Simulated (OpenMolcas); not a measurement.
Ag+: effect of the active space

* Program: OpenMolcas
* Method: CASSCF or its RAS form
* Basis: ANO-RCC-VTZP
* Scalar Hamiltonian: DKH2, point nucleus
* Spin-orbit coupling: state interaction with AMFI integrals over the reference wave functions, term energies averaged over their components

A. 10 electrons in 6 orbitals (4d 5s); 2S+1 = 3 even, 5 roots; 2S+1 = 1 even, 6 roots; cost about 11 core-seconds
B. 10 electrons in 9 orbitals (RAS2 4d 5s; RAS3 5p, at most 2 electrons); 2S+1 = 1 even, 6 roots; 2S+1 = 3 even, 5 roots kept (CI in the orbitals of an earlier block); cost roughly 70 core-seconds

Energies in cm⁻¹ above 4d¹⁰ ¹S₀, the measured ground level; measured values from NIST Handbook of Basic Atomic Spectroscopic Data.

| Level | A | B | Measured |
| --- | --- | --- | --- |
| 4d¹⁰ ¹S₀ | 0.0 | 0.0 | 0.0 |
| 4d⁹ 5s ³D₃ | 27884 | 28154 | 39168 |
| 4d⁹ 5s ³D₂ | 29593 | 29720 | 40745 |
| 4d⁹ 5s ³D₁ | 32238 | 32450 | 43743 |
| 4d⁹ 5s ¹D₂ | 35459 | 35106 | 46049 |

Deviations, from unrounded energies. A percentage is the sum of absolute deviations over the sum of measured energies, with the sign that they share, or ± where signs differ.

```tsv
Against measurement	Levels	A	B
mean absolute deviation (cm-1)	4	11000	11000
other configurations (%)	4	-26.2	-26.1
```

A, B lie about equally close to measurement. The largest miss of B in the table is 4d⁹ 5s ³D₁, by -11000 cm-1. The ranking rests on the paired levels alone, and a cruder setting can come out closer through cancelling errors.

Between A and B the level of the table that moves most is 4d⁹ 5s ¹D₂, by 350 cm-1 (lowest in B, highest in A).

Without dynamic correlation excited terms often stand tens of per cent too high (terms of higher spin than the ground term too low), and those without a measured partner can miss by more than the paired ones. A single d shell beside an s shell can misplace configurations of different d count against each other. Terms from blocks run as CI alone lack orbitals of their own (holds for B). Computed and measured levels are paired by configuration, term and J; levels that our copy of the source lacks, or whose pairing is in doubt (as where it misses far off the trend of its configuration), stay unpaired and out of the deviations. Levels of configurations outside the active space are missing.
